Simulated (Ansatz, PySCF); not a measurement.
Gas-phase reaction (SMILES): O[Si](O)(O)[SiH3] -> O[Si](O)O + [SiH3] (SiH3); the Si-Si bond at the site shown breaks (other sites are not compared here).

Geometries: B3LYP-D3(BJ)/def2-TZVP minima from Ansatz (a first-principles code), one conformer each, not searched for the lowest. Valence correlation only, unless marked. Open shells are spin-unrestricted. No spin-orbit coupling. No relativistic terms. CBS(X,Y): correlation extrapolated as X^-3; Hartree-Fock from the larger set. [CCSD(T)-MP2]/basis is that difference in the basis named. Thermal terms are rigid-rotor harmonic-oscillator values from B3LYP-D3(BJ) frequencies (Ansatz or PySCF) at 298.15 K and 1 atm. 1 Eh = 627.5095 kcal/mol. Electronic entropy comes from spin alone.

```
species            E, RI-MP2/CBS(aug-cc-pV(T+d)Z,aug-cc-pV(Q+d)Z)+[CCSD(T)-MP2]/aug-cc-pV(T+d)Z (Ansatz) (Eh)  E, PBE/def2-TZVPD (Ansatz) (Eh)  H - E (Eh)  G - E (Eh)
-----------------  ------------------------------------------------------------------------------------------  -------------------------------  ----------  ----------
O[Si](O)(O)[SiH3]                                                                                  -807.44149                       -807.99902     0.07746     0.03488
O[Si](O)O                                                                                          -516.50318                       -516.80322     0.04851     0.01292
[SiH3] (SiH3)                                                                                      -290.80631                       -291.07642     0.02515     0.00052
```

Question: Work out ΔE and ΔH, ΔG, ΔS and the equilibrium constant at 298.15 K at the first level, then ΔH at the second.

Answer: 
1. ΔE = [(-516.50318) + (-290.80631)] - [(-807.44149)] = 0.13200 Eh = 82.8 kcal/mol at RI-MP2/CBS(aug-cc-pV(T+d)Z,aug-cc-pV(Q+d)Z)+[CCSD(T)-MP2]/aug-cc-pV(T+d)Z.
2. The terms H - E add up to -0.00380 Eh, so ΔH = (0.13200 + (-0.00380))×627.5095 = 80.4 kcal/mol.
3. The terms G - E add up to -0.02144 Eh, so ΔG = 69.4 kcal/mol, and ΔS = (-0.00380 - (-0.02144))×627509.5/298.15 = 37.1 cal/(mol K).
4. log10 K = -ΔG/(RT ln 10) = -50.9, with RT ln 10 = 1.3642 kcal/mol.
5. With ΔH and ΔS taken as constant, ΔG changes sign near ΔH/ΔS = 2170 K, a rough figure that leaves out heat capacities.
6. At PBE/def2-TZVPD the same steps give ΔE = 74.9 and ΔH = 72.5 kcal/mol, a shift of -7.9 from the first level.
7. These values are not checked against measurement here, since the tables used lack a sound gas-phase enthalpy of formation for at least one species.
